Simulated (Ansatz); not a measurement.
`[CH3][AlH][O][SiH2][GaH2]` + `C[SiH2]P` → `P[SiH2][GaH2]` + `[CH3][AlH][O][SiH2]C`  (redistribution)

Calculated with Ansatz (gas phase, PBE0-D4/def2-TZVP geometries, no zero-point term in ΔE). CBS: MP2 limit from def2 TZ/QZ plus the TZ coupled-cluster correction, frozen cores. Functionals use def2-TZVPP. B3LYP here is the variant with VWN-RPA as its local correlation; programs differ in this. For Ga outer-core shells are correlated without core-valence functions, which leaves a few kJ/mol of doubt a bond. Scalar relativity is left out up to krypton. Each species was taken in one conformer, which may not be the lowest.

```csv
level,ΔE (kcal/mol),difference from CCSD(T)/CBS
PBE0-D4,-4.5,0.3
B3LYP-D4,-4.3,0.5
ωB97X-V,-4.3,0.5
ωB97M-V,-4.5,0.3
r2SCAN,-4.5,0.3
PBE0,-4.4,0.4
HF/def2-TZVPP,-4.5,0.3
HF/def2-QZVPP,-4.5,0.3
MP2/CBS(def2),-5.0,-0.2
CCSD/CBS(def2),-4.7,0.1
CCSD(T)/CBS,-4.8,0
```

Largest T1 diagnostic among the species: 0.014.
